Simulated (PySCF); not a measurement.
A GIAO shielding run with PySCF 2.14.0 with density-fitted response routines (density fitting, non-relativistic, gas phase) on `O[Si@]([SiH3])(O[SiH3])[SiH2]S[SiH3]`, H12O2SSi5:

```
$ OMP_NUM_THREADS=1 python probes_run.py task.json out

{"job": {"kind": "nmr", "xc": "PBE0", "basis": "pcSseg-1"}, "charge": 0, "multiplicity": 1}
O     -1.276432     2.129787    -1.618454
Si    -0.923752     0.682448    -0.941624
Si    -1.050290    -1.086087    -2.438431
O     -2.108270     0.414337     0.160448
Si    -2.749445    -0.371716     1.422104
Si     1.001142     1.309436     0.148570
S      1.897784    -0.512794     0.910068
Si     3.809490     0.108665     1.628723
H     -2.145736     2.339588    -1.950723
H     -0.576396    -2.345616    -1.860455
H     -0.239778    -0.825473    -3.637110
H     -2.408411    -1.350516    -2.945531
H     -3.832656    -1.182425     0.866577
H     -1.710778    -1.189485     2.040066
H     -3.243326     0.680421     2.309055
H      0.951760     2.216500     1.306626
H      2.028122     1.895348    -0.723761
H      3.617536     1.079180     2.699411
H      4.409529    -1.127287     2.099998
H      4.544757     0.705293     0.521408
```

Hardware: 1 thread of an Intel Xeon 6975P-C, shared host. The job also computes population analyses, field gradients.

Problem. How large is the calculation?

Solution. 114 electrons, 238 basis functions and 1384 auxiliary functions.

Problem. How long does it take, and how much memory does it need?

Solution. 42 s of wall time, with 13 SCF cycles and 4 response iterations; peak memory 1.1 GiB. Times on a shared host scatter by some tens of per cent.
